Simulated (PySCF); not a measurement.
# Electron correlation in Cr⁺ (chromium, charge +1)

[Ar] 3d5, high-spin 6S determinant. Computed with PySCF 2.14 in aug-cc-pVDZ (7s6p4d2f, 59 functions), with the non-relativistic Hamiltonian (point nucleus). Frozen: [Ar]; 5 electrons correlated.

```json
{"level": "CCSD", "correlation energy (mhartree)": "-71.69"}
{"level": "(T)", "correlation energy (mhartree)": "-0.85"}
{"level": "CCSD(T)", "correlation energy (mhartree)": "-72.54"}
```

Diagnostics: T1 = 0.011, D1 = 0.0155, largest double amplitude 0.032.

Problem. Is a single reference adequate?

Solution. Yes: T1 lies below 0.03 and no double amplitude reaches 0.07.
